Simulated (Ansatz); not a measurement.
Geometry optimisation, RKS PBE0/def2-SVP (Ansatz 0.2.0).

Input:

```yaml
crystal:
  periodic: [false, false, false]
  atoms:
    - { symbol: Sn, position_ang: [0.0, 0.0, 0.0] }
    - { symbol: Cl, position_ang: [0.0, 0.0, 2.76] }
    - { symbol: H, position_ang: [1.6408, 0.0, -0.5794] }
    - { symbol: H, position_ang: [-0.8195, 1.4198, -0.5794] }
    - { symbol: H, position_ang: [-0.8195, -1.4198, -0.5794] }
    - { symbol: Br, position_ang: [-2.7426, 0.0, 0.9113] }
    - { symbol: H, position_ang: [-1.5398, 0.0, 2.2648] }
basis:
  gaussian: { orbitals: def2-SVP }
hamiltonian:
  xc: pbe0
relax:
  f_tol: 0.15
  max_steps: 25
  restrain:
    - { distance: [0, 5], at: 3.79, k: 30.0 }
    - { distance: [6, 1], at: 2.57, k: 30.0 }
    - { distance: [0, 1], at: 2.41, k: 30.0 }
    - { distance: [6, 5], at: 1.55, k: 30.0 }
```

Command:

```bash
$ ansatz run input.yaml --threads 2 --pin off --max-ram 3072MiB --backend cpu --events-out ev --progress --plain --runs-dir out
```

Q: Where does it end, and by what steps?

A: The run converged. The restraints hold the end off the free minimum; the threshold counts their pulls, which the force column leaves out. Restrained pairs: Sn1–Br6 (2.89 → 3.79 Å), Cl2–H7 (1.62 → 2.56 Å), Sn1–Cl2 (2.76 → 2.40 Å), Br6–H7 (1.81 → 1.50 Å). After 5 steps the energy has fallen by 1.433 eV (the restraints' own energy left out); Br6 moved furthest, 0.70 Å.

| step | energy less start (eV) | largest force component (eV/Å) | accepted |
| --- | --- | --- | --- |
| 0 | 0.0000 | 1.751 | yes |
| 1 | -0.2156 | 3.217 | yes |
| 2 | -0.5332 | 4.179 | yes |
| 3 | -1.0828 | 2.772 | yes |
| 4 | -1.4300 | 0.982 | yes |
| 5 | -1.4334 | 1.060 | yes |

```xyz
7
Properties=species:S:1:pos:R:3
Sn 0.210 0.000 -0.070
Cl 0.384 0.000 2.326
H 1.847 0.000 -0.572
H -0.601 1.439 -0.486
H -0.601 -1.439 -0.486
Br -3.340 0.000 1.268
H -2.179 0.000 2.219
```

Run time: 21 s on 2 threads of Arm Neoverse V1, with other jobs on the host, peak memory 0.23 GiB.
